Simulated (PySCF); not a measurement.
Below is a simulated gas-phase C 1s photoelectron spectrum of `O=C[C@@]12CC[C@@H]1C[C@@H]2F`.

Every computed line was given a Gaussian of 0.7 eV full width at half maximum and an area set by the number of equivalent atoms; the highest printed point is 100. Computed with delta-SCF UKS SCAN, pcX-2 on the ionised atom, pcseg-1 elsewhere, spin-free X2C in PySCF.

(binding energy (eV), intensity): (289.8, 0), (289.9, 1), (290.0, 2), (290.1, 4), (290.2, 8), (290.3, 17), (290.4, 29), (290.5, 47), (290.6, 67), (290.7, 86), (290.8, 98), (290.9, 100), (291.0, 92), (291.1, 75), (291.2, 55), (291.3, 36), (291.4, 21), (291.5, 11), (291.6, 5), (291.7, 2), (291.8, 1), (291.9, 0), (292.0, 1), (292.1, 1), (292.2, 3), (292.3, 5), (292.4, 8), (292.5, 13), (292.6, 17), (292.7, 22), (292.8, 26), (292.9, 28), (293.0, 29), (293.1, 29), (293.2, 28), (293.3, 25), (293.4, 22), (293.5, 17), (293.6, 12), (293.7, 8), (293.8, 5), (293.9, 2), (294.0, 1), (294.1, 0), (294.2, 0), (294.3, 0)

Problem. Count the maxima, the lines and the sites behind this envelope.

Solution. The curve has 2 maxima (at 290.9 and 293.0 eV). Under it lie 7 lines from 7 inequivalent carbon sites. At this width some lines have no maximum of their own.

Problem. Decompose the envelope and assign each component. Numbering: `[O:1]=[CH:2][C@@:3]12[CH2:4][CH2:5][C@@H:6]1[CH2:7][C@@H:8]2[F:9]`.

Solution. 
```json
{"position (eV)": "290.79", "relative area": "1", "line": "C 1s", "atoms": "C3", "environment": "sp3 carbon at a ring junction"}
{"position (eV)": "290.87", "relative area": "1", "line": "C 1s", "atoms": "C7", "environment": "four-membered-ring carbon"}
{"position (eV)": "290.87", "relative area": "1", "line": "C 1s", "atoms": "C5", "environment": "four-membered-ring carbon"}
{"position (eV)": "290.91", "relative area": "1", "line": "C 1s", "atoms": "C6", "environment": "sp3 carbon at a ring junction"}
{"position (eV)": "290.91", "relative area": "1", "line": "C 1s", "atoms": "C4", "environment": "four-membered-ring carbon"}
{"position (eV)": "292.81", "relative area": "1", "line": "C 1s", "atoms": "C8", "environment": "sp3 C–F carbon"}
{"position (eV)": "293.28", "relative area": "1", "line": "C 1s", "atoms": "C2", "environment": "aldehyde carbon"}
```

Problem. What are the centre and the root-mean-square width of the whole band?

Solution. The area-weighted mean of the lines is 291.49 eV. Their own spread about it is 0.99 eV (rms) and each Gaussian has σ = 0.7/2.355 = 0.30 eV; the variances add, which gives 1.04 eV.

The listed C 1s values span 2.49 eV, from C3 (bonded to 4 C) to C2 (bonded to O (double bond), C and H). The values 290.87, 290.87, 290.91 and 290.91 eV lie too close for their order to be trusted.

Shake-up satellites, vibrational structure and lifetime widths aren't simulated. Isolated species at its PBE0-D3(BJ)/def2-SVP geometry (one conformer only).

On one thread, x86-64 server, shared host, this took 2.4 min of wall time.

Shape of the structure used: `[O:1]=[CH:2][C@@:3]12[CH2:4][CH2:5][C@@H:6]1[CH2:7][C@@H:8]2[F:9]`: O1–C2–C3–C4 158°.
